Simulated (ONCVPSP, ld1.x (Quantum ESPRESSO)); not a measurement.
# Potentials for germanium compared

Generated with ld1.x 7.5 (TM, RRKJ, ultrasoft, PAW), atompaw 4.2 or ONCVPSP 4.0.1. The cutoff is in Ry: for ld1.x and atompaw files where the sum of valence levels is converged to 10 mRy in a Bessel basis, for ONCV files where the hardest occupied wave has 1 mHa per electron of residual kinetic energy. The error is the largest all-electron minus pseudo excitation energy over each file’s own four to seven test configurations (ionisations up to +4, promotions, holes and added fractions of an electron), all of which were solved. The labels leave out finer settings (local radius, basis sizes, second energies), which also bear on the numbers. Spin-polarised tests are not counted. The rows are a selection from randomly drawn settings: files with unsolved tests, undetermined cutoffs or missed reference levels are left out.

A true bound ghost makes a file unfit for plane-wave use even where its test errors are small: the radial tests pick states by their node count and pass the ghost by.

| potential | cutoff (Ry) | largest error (meV) | bound ghosts |
| --- | --- | --- | --- |
| TM, PBE, scalar-relativistic, rc 1.45/2.05/1.65 (spd), local p, core correction no, reference 4s2 4p2 | 35 | +54 | d |
| ONCV, revPBE, scalar-relativistic, rc 0.85/1.20/1.35 (spd), local smoothed, core correction no, reference 3s2 3p6 3d10 4s2 4p1, qcut 18.6/12.2/14, projectors 2/3/2 | 205 | -182 | none |
| ONCV, PBE, scalar-relativistic, rc 1.45/1.80/1.05 (spd), local smoothed, core correction yes, reference 3d10 4s2 4p2, qcut 4.9/4.1/15, projectors 2/2/1 | 185 | -12 | s |
| ONCV, PBE, scalar-relativistic, rc 1.10/1.05/0.85 (spd), local smoothed, core correction yes, reference 3s2 3p6 3d10 4s2 4p1, qcut 12.7/14.8/21.9, projectors 2/2/2 | 325 | -31 | none |
| ONCV, PBEsol, scalar-relativistic, rc 1.15/0.85/1.10 (spd), local smoothed, core correction yes, reference 3s2 3p6 3d10 4s2 4p1.5, qcut 13.7/19.3/16.7, projectors 2/2/2 | 239 | -3.0 | none |
| ONCV, PBE, scalar-relativistic, rc 1.60/1.70/1.05 (spd), local smoothed, core correction yes, reference 3d10 4s2 4p2, qcut 4.7/4/15.6, projectors 3/2/2 | 205 | -29 | none |
| ONCV, PBE, scalar-relativistic, rc 1.00/1.30/0.75 (spd), local smoothed, core correction yes, reference 3s2 3p6 3d10 4s1.5 4p2.5, qcut 9.6/8.5/24.5, projectors 2/2/3 | 402 | -2.5 | none |
| ONCV, revPBE, fully relativistic, rc 1.75/2.10 (sp), local smoothed, core correction no, reference 4s2 4p2, qcut 3.7/3.8, projectors 1/1 | 16 | -51 | none |

**Question.** Fill in the row for Ge: ONCV, PBE, scalar-relativistic, rc 1.55/1.90/1.20 (spd), local smoothed, core correction yes, reference 3d10 4s2 4p2, qcut 4.4/4.1/15.5, projectors 2/3/3.

**Answer.** cutoff 171 Ry, largest error +29 meV, bound ghosts: s.
